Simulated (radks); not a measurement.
Spherical quantum dot in the effective-mass picture: electrons in a well V = -V0 / (1 + exp((r - R)/a)) with V0 = 22.4, R = 2.45, a = 0.23, with a point charge +1 (a donor) at the centre, all in effective atomic units (hartree* = m*/eps^2 hartree, bohr* = eps/m* bohr), one dielectric constant everywhere. Method: non-relativistic Kohn-Sham, exchange-only LDA, spin-polarised, spherical densities; computed with a radial shooting solver with Libxc functionals. Levels are named by radial order and angular momentum (1s, 1p, 1d, 2s, ...), and open shells are averaged over m. Results are scaled to m* = 0.396 and eps = 12.4, for which hartree* = 70.08 meV and bohr* = 1.657 nm. Each electron was tried in the lowest free levels, single moves between levels near the top were tried too, and the lowest total energy was kept; such a search can miss a lower state. At N = 1 the Hartree and exchange-correlation terms need not cancel, so that row can carry a self-interaction error.

\begin{tabular}{lrrrrr}
N & open shells & 2S & E (meV) & addition energy mu(N+1) - mu(N) (meV) & rms radius (nm) \\ \hline
1 & 1s(up 1, down 0) & 1 & -1575.17 & 66.84 & 1.657 \\
2 & none & 0 & -3083.51 & 134.0 & 1.757 \\
3 & 1p(up 1, down 0) & 1 & -4457.84 & 40.20 & 1.971 \\
4 & 1p(up 2, down 0) & 2 & -5791.96 & 41.36 & 2.083 \\
5 & 1p(up 3, down 0) & 3 & -7084.73 & 56.34 & 2.159 \\
6 & 1p(up 3, down 1) & 2 & -8321.16 & 38.07 & 2.219 \\
7 & 1p(up 3, down 2) & 1 & -9519.52 & 39.34 & 2.266 \\
8 & none & 0 & -10678.5 & 120.2 & 2.306 \\
9 & 1d(up 1, down 0) & 1 & -11717.4 & 36.94 & 2.361 \\
10 & 1d(up 2, down 0) & 2 & -12719.3 & 37.14 & 2.407 \\
11 & 1d(up 3, down 0) & 3 & -13684.1 & 37.21 & 2.446 \\
12 & 1d(up 4, down 0) & 4 & -14611.6 & 37.20 & 2.480 \\
13 & 1d(up 5, down 0) & 5 & -15502.0 & 49.71 & 2.510 \\
14 & 1d(up 5, down 1) & 4 & -16342.6 & 35.70 & 2.538 \\
15 & 1d(up 5, down 2) & 3 & -17147.6 & 35.93 & 2.563 \\
16 & 1d(up 5, down 3) & 2 & -17916.6 & 36.04 & 2.587 \\
17 & 1d(up 5, down 4) & 1 & -18649.5 & 36.07 & 2.608 \\
18 & none & 0 & -19346.4 & 68.44 & 2.628 \\
19 & 2s(up 1, down 0) & 1 & -19974.9 & 53.17 & 2.633 \\
20 & none & 0 & -20550.2 & 74.72 & 2.636 \\
21 & 1f(up 1, down 0) & 1 & -21050.8 & 34.42 & 2.660 \\
22 & 1f(up 2, down 0) & 2 & -21516.9 & 34.42 & 2.681 \\
23 & 1f(up 3, down 0) & 3 & -21948.6 & 34.40 & 2.702 \\
24 & 1f(up 4, down 0) & 4 & -22346.0 & 34.37 & 2.721 \\
25 & 1f(up 5, down 0) & 5 & -22709.0 & 34.32 & 2.739 \\
26 & 1f(up 6, down 0) & 6 & -23037.6 & 34.27 & 2.756 \\
27 & 1f(up 7, down 0) & 7 & -23332.0 & 44.76 & 2.772 \\
28 & 1f(up 7, down 1) & 6 & -23581.6 & 33.55 & 2.788 \\
29 & 1f(up 7, down 2) & 5 & -23797.7 & - & 2.803 \\
\end{tabular}

All shells are closed at N = 2, 8, 18, 20 (there: 1s2 1p6 1d10 2s2); the second difference of the energy has clear peaks (12 % above both neighbours; the first and last values, which can be the largest, are not judged, and half-filled shells can peak too) at N = 2, 5, 8, 13, 18, 20, 27.
